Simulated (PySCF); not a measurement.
# Stationary points of WNI₃

Computed with PBE/[W def2-SVP with ECP60, N def2-SVP, I def2-SVP with ECP28], scalar-relativistic core potentials, density fitting, no spin–orbit coupling, PySCF.

Relaxations began from a few typed shapes. The search is not exhaustive: other isomers or separated fragments can lie lower, and high-lying points may rest on an excited occupation.

Task: Which is the lowest minimum found?
A. singlet C3v: W–I 2.627 Å (×3), W–N 1.679 Å; I–W–I 114.2° (×3), I–W–N 104.2° (×3)
B. singlet C3v: W–I 2.627 Å (×3), W–N 1.679 Å; I–W–I 114.1° (×3), I–W–N 104.3° (×3)

Result: A. The others lie at 0.2 (singlet C3v) kJ/mol above it.

Formally W is in oxidation state +6, d0. The polar-tensor charge on W, 1.16, is far below the formal one.

For the lowest minimum: spin–orbit coupling, left out here, can matter for elements this heavy.
